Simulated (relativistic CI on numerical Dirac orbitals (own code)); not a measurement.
**Ru³⁺: what numerical and physical settings do to a radial Dirac CI calculation**

Reference input:

```
atom Ru  Z=44  charge=3  electrons=41
nucleus A=102  rms_radius_fm=4.4809
hamiltonian dirac-coulomb  breit=on  qed=on  c_scale=1
orbitals kli  potential=per-configuration
slater_scale 1
correlation none
mixing on
grid step=0.0125 r_max=50.3
scf mixing=0.4 start=green max_iterations=150 tolerance=2e-08 node_fill=0.05
configurations
  [Kr] 4d5
  [Kr] 4d4 5s
  [Kr] 4d4 5p
  [Kr] 4d3 5s2
  [Ar] 3d10 4s 4p6 4d6
end
```

Computed lowest total energy -4522.84169 Ha, first excitation 26557.1 cm⁻¹, 55 SCF steps. Runs with settings changed; * marks those that are bad on purpose:

```csv
Changed,Outcome,Lowest level,ΔE (Ha),First excitation (cm⁻¹),SCF steps,Message
Slater scale 0.5,converged,4s2 4d5 6S_5/2,0.104,12933.7,55,
Breit term off,converged,4s2 4d5 6S_5/2,-2.85,26528.1,55,
iteration limit 30,converged,4s2 4d5 6S_5/2,0,26557.1,55,
"iteration limit 30, node fill of the KLI weights 0.01, SCF mixing 0.9",converged,4s2 4d5 6S_5/2,0.0018,26616.0,46,
charge 4 *,refused,,,,0,"configuration [Kr] 4d5 has 41 electrons, the ion has 40"
SCF tolerance 0.05 *,converged,4s2 4d5 6S_5/2,-3.73e-05,26746.4,25,
```

With so few configurations and no correlation, terms lie too far apart (by 10 to 50 % near neutrality), their order can be wrong, and levels of other configurations are missing.
